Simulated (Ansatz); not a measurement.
A structure relaxed at PBE0-D4/def2-TZVP, charge 0, multiplicity 1:

```xyz
23

C    -2.141    0.040   -1.231
C    -0.875    0.878   -1.220
C     0.032    0.687   -0.006
C    -0.704    0.956    1.296
C     1.261    1.570   -0.147
O     0.418   -0.715   -0.094
C     1.224   -1.279    0.810
C     1.442   -2.727    0.479
O     1.709   -0.717    1.757
H    -2.682    0.181   -2.169
H    -1.909   -1.022   -1.135
H    -2.819    0.314   -0.420
H    -0.280    0.657   -2.111
H    -1.129    1.942   -1.271
H    -0.025    0.920    2.145
H    -1.161    1.948    1.252
H    -1.498    0.224    1.455
H     1.937    1.443    0.696
H     1.794    1.333   -1.071
H     0.951    2.616   -0.192
H     2.141   -3.160    1.190
H     0.490   -3.261    0.523
H     1.825   -2.827   -0.537
```

Give its formula and SMILES.

C7H14O2, `CCC(C)(C)OC(C)=O`.

Point group (tolerance 0.08 Å, 0.16 Å for H)?

C1.

Summarise the bond lengths by kind.

5 × C–C 1.501 to 1.528 Å; 14 × C–H 1.087 to 1.095 Å; 3 × C–O 1.203 to 1.457 Å.

Results of the Gaussian-basis code of Ansatz.
